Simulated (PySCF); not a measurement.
Al(H)(F)(Me), CH4AlF, SMILES [F][AlH][CH3], singlet, PBE0/def2-SVP optimised geometry.

```
7

Al    -0.72     0.09     0.00
H     -1.64     1.37     0.00
F     -1.53    -1.37     0.00
C      1.22     0.09     0.00
H      1.62     0.56     0.92
H      1.62     0.67    -0.85
H      1.64    -0.93    -0.06
```

Density from PySCF with PBE0/def2-TZVP at that geometry.

Minimum of the electron density along straight lines between bonded atoms, close to the bond critical point (lines longer than 1.1 times the sum of covalent radii, or with two minima, are not listed):

```
bond    length / Å  ρ at the minimum / e bohr⁻³  ∇²ρ there / e bohr⁻⁵  position (fraction from the first atom)
------  ----------  ---------------------------  --------------------  ---------------------------------------
Al1–H2       1.583                        0.084                  0.21                                     0.50
Al1–F3       1.670                        0.107                  0.86                                     0.43
Al1–C4       1.941                        0.090                  0.26                                     0.41
C4–H5        1.104                        0.262                 -0.84                                     0.64
C4–H6        1.103                        0.262                 -0.84                                     0.64
C4–H7        1.101                        0.265                 -0.86                                     0.64
```
